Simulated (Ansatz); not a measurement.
Two isomers of FH5O2Si2: A = `O[SiH2]O[SiH2]F`, B = `O[SiH2][SiH](O)F`.

Isolated molecules relaxed with PBE0-D4/def2-TZVP in Ansatz; ΔE leaves out vibrations. CCSD(T)/CBS is the MP2 limit (def2-TZVPP, def2-QZVPP) plus CCSD(T) − MP2 in def2-TZVPP, frozen cores. Functionals use def2-TZVPP. B3LYP here is the variant with VWN-RPA as its local correlation; programs differ in this. Each species was taken in one conformer, which may not be the lowest.

(1) Which isomer does CCSD(T)/CBS put lower? Give the gap. (Estimate.)

(2) Give E(B) − E(A) in kJ/mol with ωB97M-V, B2PLYP, HF/def2-TZVPP, B3LYP-D4, CCSD(T)/def2-SVP, r2SCAN-D4, CCSD/def2-TZVPP. (An estimate is asked.)

(3) Does the order hold for the free energy at 298.15 K (harmonic terms from PBE0-D4)? (Estimate.)

Largest T1 diagnostic: 0.012.

## Answers

(1) Computed: A, by 147.8 kJ/mol.

(2) The calculation gave: ωB97M-V 146.9, B2PLYP 150.8, HF/def2-TZVPP 175.9, B3LYP-D4 142.8, CCSD(T)/def2-SVP 143.9, r2SCAN-D4 139.6, CCSD/def2-TZVPP 152.9. None reverses the order clearly.

(3) The calculation gave: Yes: G(B) − G(A) = +154.2 kJ/mol, for one conformer each. Modes under 60 cm⁻¹, often nearly free rotors, make the harmonic entropy too high.

From PBE to PBE0 (25 % exact exchange), in def2-TZVPP and without D4, E(B) − E(A) moves by +11.5 kJ/mol. In def2-TZVPP, CCSD(T) changes the Hartree–Fock value by −26.9 kJ/mol (the triples alone add −3.9 kJ/mol) and MP2 by −19.7 kJ/mol.
